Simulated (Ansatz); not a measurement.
An input meant for [TcNF4]2- (TcNF₄²⁻) (charge -2, singlet; atoms displaced at random, 0.08 Å in each coordinate).

```yaml
crystal:
  periodic: [false, false, false]
  atoms:
    - {symbol: Tc, position_ang: [0.002365, -0.029000, 0.152634]}
    - {symbol: N, position_ang: [0.011364, -0.115964, 1.685269]}
    - {symbol: F, position_ang: [1.899760, -0.013971, -0.584407]}
    - {symbol: F, position_ang: [-0.037306, 1.843538, -0.580832]}
    - {symbol: F, position_ang: [-1.964801, -0.063082, -0.430703]}
    - {symbol: F, position_ang: [0.002365, -0.029000, 0.152634]}
basis:
  gaussian: {orbitals: def2-TZVP}
total_charge: -2
hamiltonian: {xc: {name: B3LYP}}
scf: {omitted_lower_state_checks: [starts]}
output: {forces: true}
```

```sh
$ ansatz run in.yaml --threads 4 --pin off --events-out ev --progress --plain --max-ram 3916MiB
```

Shortened log:

```
Error: two nuclei lie on one point
```

Q: Something in this input is off. What?

A: One atom was put on top of another. The program refused the input.
